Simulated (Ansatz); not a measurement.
`N[SiH](O)S[SiH3]` + `N[SiH2]N` → `N[SiH2]N[SiH](N)O` + `[SiH3]S`  (ligand exchange at the Si–S bond)

Program: Ansatz. Geometries: PBE0-D4/def2-TZVP. ΔE: electronic, gas phase. CBS: MP2 limit from def2 TZ/QZ plus the TZ coupled-cluster correction, frozen cores. This one scheme is used for every species. Functionals use def2-TZVPP. Each species was taken in one conformer, which may not be the lowest.

```tsv
species	ωB97X-V energy (Eh)
`N[SiH](O)S[SiH3]`	-1111.40334
`N[SiH2]N`	-402.64308
`N[SiH2]N[SiH](N)O`	-824.03021
`[SiH3]S`	-690.02188
```

Task: Work out ΔE.

Result: ΔE = (-824.03021) + (-690.02188) − (-1111.40334) − (-402.64308) = -0.00567 Eh = -14.9 kJ/mol. CCSD(T)/CBS gives -14.7 kJ/mol.

Largest T1 diagnostic among the species: 0.011.
